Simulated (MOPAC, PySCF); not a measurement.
C₂H₄N₂, SMILES `CNC#N`, neutral singlet in the gas phase. 

Cartesian coordinates (Å):
SMILES: N#CNC
```xyz
8

C     -0.9039    -0.2506    -0.0161
N      0.3004     0.5530    -0.2462
C      1.4920     0.0130     0.0119
N      2.5215    -0.4821     0.1937
H     -1.0906    -0.4339     1.0454
H     -1.7542     0.2737    -0.4483
H     -0.7911    -1.2056    -0.5253
H      0.2259     1.5325    -0.0149
```
Charge 0, spin multiplicity 1.

All levels are single points at this geometry (B3LYP-D3(BJ)/def2-TZVP); Pople sets use spherical d functions. Orbital energies aren't observables, and empty levels follow the basis.

B3LYP/6-31G* in PySCF gives HOMO (eV) = -6.91.

Estimate the HOMO (eV) from each of these levels: B3LYP-D3(BJ)/def2-TZVP in PySCF; PBE-D3(BJ)/def2-TZVP in PySCF; B3LYP/3-21G in PySCF; B3LYP/6-311+G** in PySCF; BP86/6-31G* in PySCF; M06-2X/6-31G* in PySCF; PBE/6-31G* in PySCF; SVWN5/6-31G* in PySCF; HF/6-31G* in PySCF; HF/STO-3G in PySCF; PM3 in MOPAC; PM6 in MOPAC.


| level | HOMO (eV) |
|---|---|
| B3LYP-D3(BJ)/def2-TZVP in PySCF | -7.28 |
| PBE-D3(BJ)/def2-TZVP in PySCF | -6.15 |
| B3LYP/3-21G in PySCF | -6.62 |
| B3LYP/6-311+G** in PySCF | -7.33 |
| BP86/6-31G* in PySCF | -5.88 |
| M06-2X/6-31G* in PySCF | -8.52 |
| PBE/6-31G* in PySCF | -5.76 |
| SVWN5/6-31G* in PySCF | -5.89 |
| HF/6-31G* in PySCF | -10.59 |
| HF/STO-3G in PySCF | -8.57 |
| PM3 in MOPAC | -9.68 |
| PM6 in MOPAC | -9.89 |
